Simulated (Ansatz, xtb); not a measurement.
Two isomers of ClFGeH2Si+

Structure I is the doublet with the links of `F[SiH+][GeH][Cl]` and structure II is the doublet with the links of `[F][Ge]([SiH2+])[Cl]`. Both are isolated ions in the gas phase, relaxed with r2SCAN-D4/def2-SVP; the shapes shown needn't be the lowest conformers.

I (Å):

```yaml
atoms:
  - { symbol: Cl, position_ang: [3.8034, 0.5420, 1.6602] }
  - { symbol: F, position_ang: [-1.2288, 0.0026, 1.8913] }
  - { symbol: Ge, position_ang: [2.0449, -0.4691, 2.2046] }
  - { symbol: Si, position_ang: [0.1578, 0.7102, 1.5446] }
  - { symbol: H, position_ang: [0.1250, 1.5909, 0.3554] }
  - { symbol: H, position_ang: [2.1781, -1.4005, 3.4068] }
```

II (Å):

```yaml
atoms:
  - { symbol: Cl, position_ang: [-0.7465, 0.4858, -3.2095] }
  - { symbol: F, position_ang: [-2.2033, -0.7373, -0.7318] }
  - { symbol: Ge, position_ang: [-0.9301, 0.3165, -1.1457] }
  - { symbol: Si, position_ang: [0.5936, 0.9344, 0.5319] }
  - { symbol: H, position_ang: [1.4341, 2.0675, 0.0787] }
  - { symbol: H, position_ang: [-0.0627, 0.8845, 1.8599] }
```

Energies in hartree; the thermal terms are from r2SCAN-D4/def2-SVP harmonic frequencies (ideal gas, rigid rotor, one conformer each, 298.15 K, 1 atm) and include the zero-point energy:

|  | I | II |
| --- | --- | --- |
| E, CCSD(T)/def2-SVP | −2924.236594 | −2924.220817 |
| E, MP2/def2-SVP | −2924.192086 | −2924.176840 |
| E, MP2/def2-TZVPP | −2925.013932 | −2924.990602 |
| zero-point energy | 0.019891 | 0.019305 |
| H(298 K) − E | 0.027409 | 0.027033 |
| G(298 K) − E | −0.013130 | −0.013681 |

Correct the CCSD(T) difference for the basis set by the MP2 change, then work out ΔE, ΔE₀, ΔH and ΔG for I → II in kJ/mol (1 Eh = 2625.50 kJ/mol) and the equilibrium ratio [II]/[I].

1. Differences II − I: CCSD(T) +0.015777, MP2 in the small set +0.015246, MP2 in the large set +0.023330 Eh.
2. ΔE = +0.015777 + (+0.023330 − (+0.015246)) = +0.023861 Eh = +62.65 kJ/mol.
3. ΔE₀ = ΔE + ΔZPE = +0.023861 + (−0.000586) Eh = +61.11 kJ/mol.
4. ΔH = ΔE + (−0.000376) Eh = +61.66 kJ/mol.
5. ΔG = ΔE + (−0.000551) Eh = +61.20 kJ/mol, so ΔS = (ΔH − ΔG)/T = +1.5 J/(mol K).
6. kT = 0.9442 mEh, so K = [II]/[I] = exp(−ΔG/kT) = exp(−24.69) ≈ 1.9 × 10^−11.

Structure I is favoured at this temperature. An error of 4 kJ/mol in ΔG would change K by a factor of 5. The basis-set step is large, which makes the value less sure. Mirror images and further conformers aren't counted.

As drawn, II has 1 F–Ge, 1 Si–H in place of 1 F–Si, 1 Ge–H.

Other levels gave ΔE = +48.8 (r2SCAN-D4/def2-SVP); +48.6 (HF/def2-SVP); +40.0 (MP2/def2-SVP); +41.4 (CCSD(T)/def2-SVP) kJ/mol. Open shells are spin-unrestricted. The correlated steps freeze 20 core orbitals; the filled d shell of Ge is correlated, in a basis made for valence electrons. Programs: Ansatz 0.2.0.
